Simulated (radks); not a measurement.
The numbers below are computed, except where a source is named.
Code: a radial shooting solver on a logarithmic mesh with Libxc functionals. Model: scalar-relativistic Kohn-Sham, LDA (Slater exchange, VWN5 correlation), spin-polarised, spherical densities, finite nucleus; open shells are filled with parallel spins first; Fermi nuclear charge, rms radius of each element as measured or else 0.836 A^(1/3) + 0.57 fm. Response by self-consistent Sternheimer equations with the Hartree and adiabatic LDA kernel, the relativistic mass of each level held fixed and spin-orbit coupling left out. For heavy and open-shell atoms this level of theory can miss by tens of per cent. Estimate the static dipole polarisabilities of Zn2+ ([Ar] 3d10) and Se6+ ([Ar] 3d10) and the C6 coefficients of the three pairs.

Answer. alpha = 2.998 and 0.3903 bohr^3; C6 = 8.113 (Zn2+-Zn2+), 1.877 (Zn2+-Se6+), 0.5727 (Se6+-Se6+) hartree bohr^6.
